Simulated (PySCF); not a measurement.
Static response to an electric field

Species: C5H4FN.
Cartesian coordinates in Å at the PBE0-D3(BJ)/def2-SVP level; atoms count from 1:
```
atom  x, y, z in Å
C1     3.009   -0.454    0.266
C2     1.795   -0.434    0.230
C3     0.384   -0.437    0.198
C4    -0.371    0.588   -0.243
F5     0.198    1.702   -0.686
C6    -1.843    0.636   -0.289
N7    -2.675   -0.281   -0.010
H8     4.083   -0.467    0.296
H9    -0.137   -1.329    0.561
H10   -2.231    1.616   -0.613
H11   -2.201   -1.147    0.269
```

Level: wB97X-D/def2-SVPD (PySCF), static field, nuclei fixed, core orbitals frozen in the response. The polarisability tensor in these axes (au):

```
x   118.59  -8.83   6.04
y    -8.83  59.60  -6.91
z     6.04  -6.91  44.59
```

Question: Diagonalise the tensor; give its mean and Δα, where Δα² is half the sum of the squared differences of the eigenvalues.

Answer: Principal values 41.81, 60.44 and 120.53 au; mean 74.26 au = 11.00 Å³ = 12.24 × 10⁻⁴⁰ C²·m²/J; Δα = 71.25 au (96 % of the mean).

Question: What is the dipole moment, and where does it point?

Answer: (1.55, -0.80, 0.38) D, 1.78 D in size, pointing from the negative to the positive side. Measured along this direction, the outermost atoms are H10 at the negative end and H8 at the positive end.

Question: What depolarisation ratio follows for Rayleigh scattering of linearly polarised light, taking the static tensor?

Answer: ρ = 3Δα²/(45ᾱ² + 4Δα²) = 15231.3/(248146 + 20308.4) = 0.0567.

Question: In TDDFT the mean static polarisability is Σ f/ω² over all singlet excitations (ω in hartree). How much of it do the 6 lowest give? Their energies (eV) and oscillator strengths: 4.45, 0.0034; 4.71, 0.4325; 5.07, 0.0011; 6.09, 0.0001; 6.62, 0.0452; 7.13, 0.0017.

Answer: They add up to 15.40 au, 20.7 % of the 74.26 au; the largest single term is 14.45 au, from the state at 4.71 eV. Terms in order: 0.13, 14.45, 0.03, 0.00, 0.76, 0.02 au. Higher excitations give the rest. The strengths listed sum to 0.484.

Question: Refractivity n − 1 of an ideal gas of it at 500 K and 1 atm, from the electronic α?

Answer: N = p/kT = 1.4678 × 10¹⁹ cm⁻³, so n − 1 = 2π × N × 11.00 × 10⁻²⁴ cm³ = 1015 × 10⁻⁶ at long wavelengths.

Question: Give the principal axes and the span of the nuclei along them.

Answer: Largest value along (0.98, -0.15, 0.09), where the nuclei span 6.71 Å; middle along (0.18, 0.93, -0.34), 3.38 Å; least along (-0.03, 0.35, 0.94), 0.14 Å. The response follows the extents in order.

One conformer (not necessarily the lowest) at the PBE0-D3(BJ)/def2-SVP geometry, without solvent, vibrations or thermal averaging.
